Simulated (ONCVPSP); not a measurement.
Configuration tests for B (Z = 5) (ONCV)

* Element: B (Z = 5)
* Generator: ONCVPSP 4.0.1
* Type: optimised norm-conserving Vanderbilt (ONCV)
* Functional: PBEsol
* Relativity: scalar-relativistic
* Frozen core: [He]
* Valence charge: 3
* Reference configuration: 2s2 (charge +1)
* Partial waves: 2s: rc 1.20 bohr, ncon 4, nbas 8, qcut 4.7 1/bohr, 1 projector; p scattering state at 0.33 Ha: rc 1.10 bohr, ncon 4, nbas 7, qcut 8.8 1/bohr, 2 projectors, debl 2 Ha
* Local potential: polynomial inside 1.00 bohr (lpopt 1, dvloc0 0 Ha)
* Core correction: Teter function, fcfact 5.5, rcfact 1.05

In the p channel the program set the typed energies aside and used 0.050, 2.050 Ha.

Energies are relative to the spin-unpolarised reference configuration 2s2; without spin polarisation the order of configurations can differ from experiment.

```
valence configuration  charge  ΔE all-electron (eV)  error AE − PS (meV)
              2s2 2p1       0                -8.139                  +13
              2s0 2p3       0                 3.517                  +38
```

Question: What are ΔE and the potential's error for 2s1?

Answer: ΔE = 25.262 eV all-electron; the error (AE − PS) is +29 meV.

Question: What are ΔE and the potential's error for 2s2 2p0.5?

Answer: ΔE = -5.284 eV all-electron; the error (AE − PS) is +5.6 meV.

Levels in the configuration 2s0 2p3:

```csv
level,all-electron (eV),pseudo (eV)
2p,-4.409,-4.414
```
